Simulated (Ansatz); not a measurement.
Q: Name a neutral molecule of C, F, Ga, Si and H with HOMO–LUMO gap (PBE0/def2-TZVPP) between 5.25 and 5.55 eV and ideal-gas entropy at 298 K and 1 bar (rigid rotor, harmonic PBE0-D4/def2-TZVP) between 392 and 408 J/(mol·K) (Ansatz, PBE0-D4/def2-TZVP geometry).

A: `C#C[Si](F)(F)[GaH2]` (5.41 eV, 402 J/(mol·K)). Other molecules can fit too; these were computed, each in one conformer that needn't be the lowest.
